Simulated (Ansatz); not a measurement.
Cost and result for the atomization energy of `[SiH3][O][InH][O][SiH3]` (12 atoms, 11 bonds).

```tsv
atom	x (Å)	y (Å)	z (Å)
Si1	-0.529	-2.058	-0.006
O2	0.565	-1.462	1.043
In3	1.535	0.211	1.411
O4	0.854	1.658	0.262
Si5	-0.349	1.937	-0.801
H6	-1.919	-1.824	0.474
H7	-0.318	-3.524	-0.151
H8	-0.395	-1.431	-1.354
H9	2.767	0.381	2.542
H10	-0.696	3.384	-0.777
H11	0.061	1.570	-2.185
H12	-1.574	1.157	-0.460
```

The species carries charge 0 and has multiplicity 1. Correlated methods include outer-core shells of In, which these sets cover unevenly. In: def2 effective core potential. Geometry: relaxed with PBE0-D4/def2-TZVP. It is one conformer, not always the lowest. Program: Ansatz. Hardware: A = 2 threads of a server CPU on a shared host; B = 2 threads of an AMD EPYC 7R13 on a shared host and a share of an NVIDIA H100 80 GB. Times are those of one run each, without the atoms' runs, and a repeat can differ threefold. Electronic energies, without spin–orbit coupling; frozen cores. CCSD(T)/CBS adds CCSD(T) − MP2 in def2-TZVPP to the MP2 limit, and its time is that of the two runs behind it. T1 = 0.015. With those shells the extrapolation isn't a true limit. B3LYP takes the VWN-RPA correlation (the form of Gaussian; ORCA's B3LYP/G).

CCSD(T)/CBS is a level of theory with its own doubt, some kJ/mol a heavy atom from the limit and from the frozen cores, so smaller differences don't rank the functionals.

```json
{"level": "LDA (SPW92)/def2-TZVPP [A]", "functions": "294", "wall time": "3.2 s", "atomization (kJ/mol)": "4204.3", "difference from CCSD(T)/CBS": "411.4", "per bond": "37.4"}
{"level": "revPBE-D4/def2-TZVPP [A]", "functions": "294", "wall time": "5 s", "atomization (kJ/mol)": "3628.1", "difference from CCSD(T)/CBS": "-164.8", "per bond": "-15.0"}
{"level": "CCSD(T)/def2-TZVPP [B]", "functions": "294", "wall time": "6 s", "atomization (kJ/mol)": "3676.5", "difference from CCSD(T)/CBS": "-116.4", "per bond": "-10.6"}
{"level": "BLYP-D4/def2-TZVPP [A]", "functions": "294", "wall time": "6.5 s", "atomization (kJ/mol)": "3705.1", "difference from CCSD(T)/CBS": "-87.8", "per bond": "-8.0"}
{"level": "MP2/def2-QZVPP [B]", "functions": "546", "wall time": "7 s", "atomization (kJ/mol)": "3778.9", "difference from CCSD(T)/CBS": "-14.0", "per bond": "-1.3"}
{"level": "CAM-B3LYP-D4/def2-TZVPP [A]", "functions": "294", "wall time": "11 s", "atomization (kJ/mol)": "3770.2", "difference from CCSD(T)/CBS": "-22.7", "per bond": "-2.1"}
{"level": "r2SCAN-D4/def2-TZVPP (with forces) [A]", "functions": "294", "wall time": "12 s", "atomization (kJ/mol)": "3749.3", "difference from CCSD(T)/CBS": "-43.6", "per bond": "-4.0"}
{"level": "CCSD(T)/CBS(def2)", "functions": "–", "wall time": "13 s", "atomization (kJ/mol)": "3792.9", "difference from CCSD(T)/CBS": "0.0", "per bond": "0.0"}
{"level": "r2SCANh-D4/def2-TZVPP [A]", "functions": "294", "wall time": "14 s", "atomization (kJ/mol)": "3723.3", "difference from CCSD(T)/CBS": "-69.6", "per bond": "-6.3"}
{"level": "B3LYP-D4/def2-TZVPP (with forces) [A]", "functions": "294", "wall time": "15 s", "atomization (kJ/mol)": "3726.4", "difference from CCSD(T)/CBS": "-66.5", "per bond": "-6.0"}
{"level": "B2PLYP/def2-TZVPP [A]", "functions": "294", "wall time": "19 s", "atomization (kJ/mol)": "3697.9", "difference from CCSD(T)/CBS": "-95.0", "per bond": "-8.6"}
{"level": "CCSD(T)/def2-SVP [A]", "functions": "125", "wall time": "25 s", "atomization (kJ/mol)": "3472.5", "difference from CCSD(T)/CBS": "-320.4", "per bond": "-29.1"}
{"level": "ωB97M-V/def2-TZVPP (with forces) [A]", "functions": "294", "wall time": "32 s", "atomization (kJ/mol)": "3762.3", "difference from CCSD(T)/CBS": "-30.6", "per bond": "-2.8"}
```

From r2SCAN to r2SCAN0 (25 % exact exchange), in def2-TZVPP and without D4, the atomization energy moves by −63.9 kJ/mol: exact exchange takes away binding that semilocal exchange gives to molecules. At CCSD(T), def2-SVP lies −320.4 kJ/mol from the extrapolated value and def2-TZVPP −116.5 kJ/mol: correlation converges slowly with the basis, and small sets miss more of it in the bonded molecule than in its fragments. The D4 term adds +47.3 kJ/mol with B3LYP and +25.4 kJ/mol with PBE0; it sums over pairs of atoms, weighted by their polarisabilities, and B3LYP, whose exchange is more repulsive, gets the larger term.

Spin–orbit coupling would lower the free In atoms strongly, and the atomization energy with them, by more than many differences here.
